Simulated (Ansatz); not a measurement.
Species: [Sc(NH2)2(Br)] (charge 0, multiplicity 1), formula H$_{4}$BrN$_{2}$Sc.

Task: How many basis functions does frozen-core CCSD(T)/def2-TZVPP // BP86-D3(BJ)/def2-SVP (Ansatz, an electronic-structure program) use, how many core orbitals are frozen, and how many electrons are correlated?

Result: 230 basis functions and 16 frozen orbitals, which leaves 42 correlated electrons (filled d shells below the valence shell are correlated). Core time is of the order of minutes.
